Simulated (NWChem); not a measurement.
System: CH5Si, doublet; SMILES C[SiH2]

NWChem input:

```
start job
memory heap 200 mb stack 900 mb global 1100 mb
geometry units angstroms noautoz
  C     -0.008448     1.209874     0.000000
  Si    -0.120979    -0.670574     0.000000
  H     -0.498272     1.631117     0.890797
  H     -0.498272     1.631117    -0.890797
  H      1.044109     1.538885     0.000000
  H      0.502327    -1.269015     1.223547
  H      0.502327    -1.269015    -1.223547
end
basis spherical
  * library 6-311++g**
end
dft
  odft
  mult 2
  xc hfexch
  iterations 150
  mulliken
end
task dft energy
```

Parts of the log:

```
             Northwest Computational Chemistry Package (NWChem) 7.3.0
             --------------------------------------------------------

 CS  symmetry detected

                             Geometry "geometry" -> ""
                             -------------------------

 Output coordinates in angstroms (scale by  1.889725989 to convert to a.u.)

  No.       Tag          Charge          X              Y              Z
 ---- ---------------- ---------- -------------- -------------- --------------
    1 C                    6.0000    -0.00372616    -1.20465000     0.00000000
    2 Si                  14.0000    -0.08038935     0.67760149     0.00000000
    3 H                    1.0000    -0.50149139    -1.61647883     0.89079700
    4 H                    1.0000    -0.50149139    -1.61647883    -0.89079700
    5 H                    1.0000     1.04236757    -1.55366631     0.00000000
    6 H                    1.0000     0.55421158     1.26405154     1.22354700
    7 H                    1.0000     0.55421158     1.26405154    -1.22354700

 Effective nuclear repulsion energy (a.u.)      55.3712595268

      Symmetry information
      --------------------

 Group name             Cs
 Group number              2
 Group order               2
 No. of unique centers     5

  xc_inp: hfexch multiplicative factor not found.

                                 NWChem DFT Module
                                 -----------------

 Summary of "ao basis" -> "ao basis" (spherical)
 ------------------------------------------------------------------------------
       Tag                 Description            Shells   Functions and Types
 ---------------- ------------------------------  ------  ---------------------
 C                         6-311++g**               10       22   5s4p1d
 Si                        6-311++g**               14       30   7s6p1d
 H                         6-311++g**                5        7   4s1p

      Symmetry analysis of basis
      --------------------------

        a'         58
        a"         29

            General Information
            -------------------
          SCF calculation type: DFT
          Wavefunction type:  spin polarized.
          No. of atoms     :     7
          No. of electrons :    25
           Alpha electrons :    13
            Beta electrons :    12
          Charge           :     0
          Spin multiplicity:     2
          Use of symmetry is: on ; symmetry adaption is: on
          Maximum number of iterations: 150
          AO basis - number of functions:    87
                     number of shells:    49
          Convergence on energy requested:  1.00D-06
          Convergence on density requested:  1.00D-05
          Convergence on gradient requested:  5.00D-04

              XC Information
              --------------
                     Hartree-Fock (Exact) Exchange  1.000

      Superposition of Atomic Density Guess
      -------------------------------------

 Sum of atomic energies:        -329.00496285

      Non-variational initial energy
      ------------------------------

 Total energy =    -329.827987
 1-e energy   =    -562.828047
 2-e energy   =     177.628801
 HOMO         =      -0.134247
 LUMO         =       0.022256

   Symmetry analysis of molecular orbitals - initial alpha
   -------------------------------------------------------

  Numbering of irreducible representations:

     1 a'          2 a"

  Orbital symmetries:

     1 a'          2 a'          3 a'          4 a'          5 a"
     6 a'          7 a'          8 a'          9 a"         10 a'
    11 a"         12 a'         13 a'         14 a'         15 a'
    16 a"         17 a'         18 a'         19 a"         20 a'
    21 a"         22 a'         23 a'

   Symmetry analysis of molecular orbitals - initial beta
   ------------------------------------------------------

  Numbering of irreducible representations:

     1 a'          2 a"

  Orbital symmetries:

     1 a'          2 a'          3 a'          4 a'          5 a"
     6 a'          7 a'          8 a'          9 a"         10 a'
    11 a"         12 a'         13 a'         14 a'         15 a'
    16 a"         17 a'         18 a'         19 a"         20 a'
    21 a"         22 a'         23 a'

     ---------------------------------------------
      Total Density - Mulliken Population Analysis
     ---------------------------------------------

    Atom       Charge   Shell Charges
 -----------   ------   -------------------------------------------------------
    1 C    6     6.88   1.10  0.89  0.61  0.81  1.64  0.58  1.22  0.04 -0.03  0.03
    2 Si  14    13.54   0.79  1.18  0.97  1.02  0.85  0.58  1.95  3.95  0.51  1.22  0.38 -0.00  0.07  0.08
    3 H    1     0.78   0.23  0.43  0.09  0.01  0.02
    4 H    1     0.78   0.23  0.43  0.09  0.01  0.02
    5 H    1     0.78   0.23  0.42  0.09  0.01  0.02
    6 H    1     1.11   0.22  0.57  0.30  0.01  0.01
    7 H    1     1.11   0.22  0.57  0.30  0.01  0.01

     --------------------------------------------
      Spin Density - Mulliken Population Analysis
     --------------------------------------------

    Atom       Charge   Shell Charges
 -----------   ------   -------------------------------------------------------
    1 C    6     0.02   0.00 -0.00  0.01  0.00  0.02 -0.00  0.00 -0.01 -0.01  0.00
    2 Si  14     0.88   0.00 -0.00  0.00 -0.00  0.04  0.08  0.01 -0.00  0.09  0.35  0.25  0.02  0.04  0.00
    3 H    1     0.00   0.00  0.00 -0.00  0.00  0.00
    4 H    1     0.00   0.00  0.00 -0.00  0.00  0.00
    5 H    1     0.03   0.01  0.01  0.00  0.00  0.00
    6 H    1     0.03   0.01  0.02  0.01 -0.00  0.00
    7 H    1     0.03   0.01  0.02  0.01 -0.00  0.00

   convergence    iter        energy       DeltaE   RMS-Dens  Diis-err
 ---------------- ----- ----------------- --------- --------- ---------
 d= 0,ls=0.0,diis     1   -329.6539521380 -3.85D+02  4.81D-03  3.57D-02
                                                     1.96D-03  3.28D-02
 d= 0,ls=0.0,diis     2   -329.6832564924 -2.93D-02  2.27D-03  3.21D-03
                                                     6.71D-04  3.83D-03
 d= 0,ls=0.0,diis     3   -329.6869521426 -3.70D-03  1.21D-03  7.42D-04
                                                     2.93D-04  6.44D-04
 d= 0,ls=0.0,diis     4   -329.6876730861 -7.21D-04  4.48D-04  3.52D-05
                                                     1.23D-04  5.13D-05
 d= 0,ls=0.0,diis     5   -329.6877660682 -9.30D-05  1.03D-04  4.73D-06
                                                     4.90D-05  7.51D-06
  Resetting Diis
 d= 0,ls=0.0,diis     6   -329.6877793576 -1.33D-05  3.58D-05  1.17D-06
                                                     2.19D-05  1.05D-06
 d= 0,ls=0.0,diis     7   -329.6877817609 -2.40D-06  1.53D-05  2.01D-07
                                                     4.39D-06  1.38D-07
 d= 0,ls=0.0,diis     8   -329.6877820418 -2.81D-07  1.93D-05  7.69D-08
                                                     6.89D-06  6.64D-08
 d= 0,ls=0.0,diis     9   -329.6877822498 -2.08D-07  3.18D-06  9.04D-09
                                                     1.69D-06  4.56D-09

         Total DFT energy =     -329.687782249789
      One electron energy =     -564.851666837899
           Coulomb energy =      207.110135455636
    Exchange-Corr. energy =      -27.317510394307
 Nuclear repulsion energy =       55.371259526781

 Numeric. integr. density =        0.000000000000

                  Occupations of the irreducible representations
                  ----------------------------------------------

                     irrep           alpha         beta
                     --------     --------     --------
                     a'               10.0          9.0
                     a"                3.0          3.0

                    DFT Final Alpha Molecular Orbital Analysis
                    ------------------------------------------

 Vector   11  Occ=1.000000D+00  E=-4.716186D-01  Symmetry=a"
              MO Center=  3.2D-01,  8.8D-01,  1.8D-14, r^2= 2.7D+00
   Bfn.  Coefficient  Atom+Function         Bfn.  Coefficient  Atom+Function
  ----- ------------  ---------------      ----- ------------  ---------------
    40      0.273425  2 Si pz                75      0.243860  6 H  s
    82     -0.243860  7 H  s                 76      0.197581  6 H  s
    83     -0.197581  7 H  s                 37      0.135096  2 Si pz
    74      0.130554  6 H  s                 81     -0.130554  7 H  s
    34     -0.114198  2 Si pz                 9     -0.095103  1 C  pz

 Vector   12  Occ=1.000000D+00  E=-4.611760D-01  Symmetry=a'
              MO Center=  6.7D-02, -2.5D-01,  2.4D-15, r^2= 2.5D+00
   Bfn.  Coefficient  Atom+Function         Bfn.  Coefficient  Atom+Function
  ----- ------------  ---------------      ----- ------------  ---------------
     8      0.284450  1 C  py                39     -0.252628  2 Si py
    12      0.249868  1 C  py                 4      0.169549  1 C  py
    36     -0.144733  2 Si py                10      0.137751  1 C  s
    75     -0.128251  6 H  s                 82     -0.128251  7 H  s
    33      0.116215  2 Si py                76     -0.104758  6 H  s

 Vector   13  Occ=1.000000D+00  E=-3.188023D-01  Symmetry=a'
              MO Center= -4.4D-01,  7.4D-01, -2.2D-15, r^2= 2.5D+00
   Bfn.  Coefficient  Atom+Function         Bfn.  Coefficient  Atom+Function
  ----- ------------  ---------------      ----- ------------  ---------------
    38     -0.477284  2 Si px                28      0.470336  2 Si s
    44      0.465995  2 Si s                 41     -0.258338  2 Si px
    35     -0.172820  2 Si px                76     -0.151919  6 H  s
    83     -0.151919  7 H  s                 14     -0.149225  1 C  s
    32      0.144340  2 Si px                27      0.133062  2 Si s

[...]
```

Level: UHF/6-311++G** (spherical d). In the optimisation the excess spin sits in a' (Cs, its own frame). All runs use the structure optimised with PBE0/def2-SVP, spin-unrestricted. No stability test was run on the SCF state.
